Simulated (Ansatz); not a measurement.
Consider the hydrogenolysis of a C–O bond: `OCOC[SiH3]` + H₂ → `C[SiH3]` + `OCO`.

Computed with Ansatz on PBE0-D4/def2-TZVP structures; ΔE is electronic, products minus reactants. CCSD(T)/CBS is the MP2 limit (def2-TZVPP, def2-QZVPP) plus CCSD(T) − MP2 in def2-TZVPP, frozen cores. This one scheme is used for every species. Functionals use def2-TZVPP. B3LYP here is the variant with VWN-RPA as its local correlation; programs differ in this. One conformer a species, not always the lowest.

(1) Is it downhill or uphill in electronic energy at CCSD(T)/CBS, and by how much? (Best estimate.)

(2) What do these levels give: ωB97X-V, r2SCAN, B3LYP, CCSD/def2-TZVPP, SCS-MP2/def2-QZVPP, HF/CBS(def2)? (Estimate.)

Largest T1 diagnostic among the species: 0.012.

Results:

(1) Computed: Downhill: ΔE = -126.1 kJ/mol.

(2) The calculation gave: ωB97X-V -122.2, r2SCAN -125.1, B3LYP -132.3, CCSD/def2-TZVPP -130.7, SCS-MP2/def2-QZVPP -128.3, HF/CBS(def2) -145.5 kJ/mol.

From PBE to PBE0 (25 % exact exchange), in def2-TZVPP and without D4, ΔE moves by −7.1 kJ/mol. In def2-TZVPP, CCSD(T) changes the Hartree–Fock value by +20.1 kJ/mol (the triples alone add +5.4 kJ/mol) and MP2 by +18.1 kJ/mol.
